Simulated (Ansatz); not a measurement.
`F[Si@H]1N[C@@H]1[SiH3]` + HCl → `[SiH3][C@@H]1N[Si@H]1Cl` + H–F  (ligand exchange at the Si–F bond)

Gas-phase electronic energies from Ansatz, PBE0-D4/def2-TZVP geometries. CCSD(T)/CBS is the MP2 limit (def2-TZVPP, def2-QZVPP) plus CCSD(T) − MP2 in def2-TZVPP, frozen cores. This one scheme is used for every species. DFT in def2-TZVPP. B3LYP here is the variant with VWN-RPA as its local correlation; programs differ in this.

```tsv
level	ΔE (kJ/mol)	difference from CCSD(T)/CBS
PBE-D4	32.7	-3.8
r2SCAN-D4	41.2	4.7
PBE0-D4	32.3	-4.2
B3LYP-D4	40.8	4.3
ωB97X-V	41.3	4.8
ωB97M-V	40.5	4.0
B2PLYP	43.5	7.0
PBE	36.2	-0.3
r2SCAN	42.2	5.7
PBE0	35.5	-1.0
B3LYP	46.6	10.1
HF/def2-TZVPP	50.4	13.9
MP2/def2-TZVPP	34.4	-2.1
SCS-MP2/def2-TZVPP	39.9	3.4
CCSD/def2-TZVPP	42.7	6.2
CCSD(T)/def2-TZVPP	40.2	3.7
HF/def2-QZVPP	52.0	15.5
MP2/def2-QZVPP	32.8	-3.7
SCS-MP2/def2-QZVPP	38.3	1.8
HF/CBS(def2)	52.2	15.7
MP2/CBS(def2)	30.7	-5.8
CCSD/CBS(def2)	39.1	2.6
CCSD(T)/CBS	36.5	0
```

Largest T1 diagnostic among the species: 0.013.

In def2-TZVPP, CCSD(T) changes the Hartree–Fock value by −10.2 kJ/mol (the triples alone add −2.5 kJ/mol) and MP2 by −16.0 kJ/mol. The D4 term adds −5.7 kJ/mol with B3LYP and −3.2 kJ/mol with PBE0; it sums over pairs of atoms, weighted by their polarisabilities, and B3LYP, whose exchange is more repulsive, gets the larger term.
